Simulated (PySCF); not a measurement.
**Property card for `C=C[P-]C1=CC=CC=C1C`**

Compound: C9H10P (charge -1).
Bonds: C1–C2 (double), C2–P3, P3–C4, C4–C5 (aromatic), C5–C6 (aromatic), C6–C7 (aromatic), C7–C8 (aromatic), C8–C9 (aromatic), C9–C10, C4–C9 (aromatic). Hydrogens: H11, H12 on C1; H13 on C2; H14 on C5; H15 on C6; H16 on C7; H17 on C8; H18, H19, H20 on C10.

Structural features include: C=C double bond and benzene ring.

From PBE0-D3(BJ)/def2-SVP geometry optimisation, gas phase (PySCF):

```
Point group                  : C1
Rotational constants A, B, C : 2.175, 0.764, 0.570 GHz
```

PBE0/pcSseg-1 ground state and GIAO shieldings, non-relativistic (PySCF):

```
HOMO energy                                                 : 0.01 eV
LUMO energy                                                 : 3.79 eV
HOMO–LUMO gap                                               : 3.78 eV
Lowest Hirshfeld atomic charge                              : -0.21 e on P3
Highest Hirshfeld atomic charge                             : +0.02 e on H14, H15, H16, H17, H18, H19, H20
13C chemical shifts (computed TMS as zero) by class         : 172.1 (C4), 163.8 (C2), 135.9 (C9), 129.7 (C8), 127.9 (C5), 126.6 (C6), 112.4 (C7), 99.0 (C1), 24.4 (C10) ppm
1H chemical shifts (computed TMS as zero) by class          : 7.75 (H13), 7.12 (H14), 6.31 (H15), 6.26 (H17), 5.75 (H16), 4.75 (H11), 4.37 (H12), 1.88 (H18/H19/H20) ppm
Isotropic shieldings of nuclei other than C and H, by class : 318 (P3) ppm
Mayer bond orders between heavy atoms                       : C1–C2 1.81, C2–P3 1.07, P3–C4 1.16, C4–C5 1.31, C5–C6 1.49, C6–C7 1.38, C7–C8 1.39, C8–C9 1.48, C9–C10 1.11, C9–C4 1.29
```

Monoisotopic mass of the ion (most abundant isotopes, electron mass counted): 149.0526 u.

With B = h/(8π²I), that is 505.379 GHz u Å² over I, the principal moments of inertia are 232.4, 661.3 and 886.6 u Å² (most abundant isotopes); the inertial defect Ic − Ia − Ib is -7.1 u Å² (zero for a rigid planar frame, negative otherwise). The rotational constants make it an asymmetric top with κ = (2B − A − C)/(A − C) = -0.76, nearer the prolate limit (−1).

 The geometry's basis has no diffuse functions, a weakness for an anion. NMR classes are plain means over equivalent atoms (diastereotopic ones count apart unless rotation or inversion swaps them), as if these changed places fast; in this geometry the members of some classes differ. The HOMO energy is positive, so at this level the finite basis confines the outermost electrons. No diffuse functions stand in pcSseg-1, which bears on an anion's orbital energies.

Shape of the structure used: `[CH2:1]=[CH:2][P-:3][c:4]1[cH:5][cH:6][cH:7][cH:8][c:9]1[CH3:10]`: C1–C2–P3–C4 -166°, C2–P3–C4–C5 14°.

One conformer stands for the species.
